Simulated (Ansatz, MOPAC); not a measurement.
System: ScF2 (charge +1, singlet). SMILES of the parent species: [F][Sc][F]

Atoms: Sc1, F2, F3. Bonds: Sc1-F2, Sc1-F3.

Bond lengths (Å) and angles (degrees) optimised at PM7 with MOPAC; B3LYP/LANL2DZ with Ansatz (an electronic-structure program); B3LYP/6-31G* with LANL2DZ past Ar with Ansatz, each started from the B3LYP-D3(BJ)/def2-TZVP structure (Ansatz) of the last column. A row stands for all coordinates that are equal there. 6-31G* holds six Cartesian d functions. No wavenumbers were computed at B3LYP/LANL2DZ, so these may be saddle points.

```csv
coordinate,PM7,B3LYP/LANL2DZ,B3LYP/6-31G* with LANL2DZ past Ar,B3LYP-D3(BJ)/def2-TZVP
Sc1-F2,1.992,1.780,1.758,1.768
F2-Sc1-F3,180.0,111.4,111.9,114.2
```

Mean signed difference of all 2 bond lengths from B3LYP-D3(BJ)/def2-TZVP: PM7 0.225 Å, B3LYP/LANL2DZ 0.012 Å, B3LYP/6-31G* with LANL2DZ past Ar -0.010 Å.
